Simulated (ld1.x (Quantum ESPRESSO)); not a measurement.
# Plane-wave convergence, ultrasoft potential for S (Z = 16)

```json
{"Element": "S", "Generator": "ld1.x (Quantum ESPRESSO) 7.5", "Type": "ultrasoft", "Functional": "LDA (PZ)", "Relativity": "scalar-relativistic", "Frozen core": "[Ne]", "Valence charge": "6", "Reference configuration": "3s2 3p4", "Partial waves": "3s (bound): rcut 0.95, rcutus 1.20 bohr; 3s channel at -0.45 Ry: rcut 0.95, rcutus 1.20 bohr; 3p (bound): rcut 1.85, rcutus 2.00 bohr; 3p channel at -0.15 Ry: rcut 1.85, rcutus 2.00 bohr; 3d channel at 0.05 Ry: rcut 1.25, rcutus 1.60 bohr; 3d channel at 1.5 Ry: rcut 1.25, rcutus 1.60 bohr", "Local potential": "all-electron potential smoothed inside 1.95 bohr (lloc = -1)", "Core correction": "none", "Augmentation charge": "built from norm-conserving waves at rcut, not smoothed further"}
```

The pseudo-atom Hamiltonian at the reference potential is diagonalised in spherical Bessel functions j_l(qr) that vanish at 20 bohr, with q² up to the cutoff. All-electron valence levels (Ry): 3s -1.2704, 3p -0.5227.

Task: How do the lowest levels (Ry) of each channel move with the cutoff, and are there ghosts?

Result:

| cutoff (Ry) | s #1 | p #1 | p #2 | d #1 | d #2 | f #1 | f #2 | Σ f·Δε (mRy) |
| --- | --- | --- | --- | --- | --- | --- | --- | --- |
| 8 | -1.0703 | -0.4799 | 0.0344 | 0.0719 | 0.1582 | 0.1178 | 0.2521 | 572.9 |
| 10 | -1.1235 | -0.5035 | 0.0337 | 0.0718 | 0.1574 | 0.1178 | 0.2521 | 372.0 |
| 15 | -1.2097 | -0.5217 | 0.0332 | 0.0716 | 0.1559 | 0.1178 | 0.2521 | 127.0 |
| 18 | -1.2464 | -0.5227 | 0.0332 | 0.0715 | 0.1550 | 0.1178 | 0.2521 | 49.7 |
| 21 | -1.2593 | -0.5229 | 0.0332 | 0.0715 | 0.1545 | 0.1178 | 0.2521 | 23.0 |
| 30 | -1.2695 | -0.5229 | 0.0332 | 0.0714 | 0.1540 | 0.1178 | 0.2521 | 2.4 |
| 35 | -1.2700 | -0.5230 | 0.0332 | 0.0714 | 0.1539 | 0.1178 | 0.2521 | 1.3 |
| 40 | -1.2700 | -0.5230 | 0.0332 | 0.0714 | 0.1539 | 0.1178 | 0.2521 | 1.2 |
| 45 | -1.2701 | -0.5230 | 0.0332 | 0.0714 | 0.1539 | 0.1178 | 0.2521 | 1.0 |
| 55 | -1.2705 | -0.5230 | 0.0332 | 0.0714 | 0.1539 | 0.1178 | 0.2521 | 0.3 |
| 60 | -1.2705 | -0.5230 | 0.0332 | 0.0714 | 0.1539 | 0.1178 | 0.2521 | 0.2 |
| 400 | -1.2706 | -0.5230 | 0.0332 | 0.0714 | 0.1539 | 0.1178 | 0.2521 | 0.0 |

Result: no extra level below or beside the all-electron valence levels (s, p, d, f tested); 10 mRy is reached at 25 Ry and 1 mRy at 50 Ry.

Its largest configuration-test error is +364 meV.
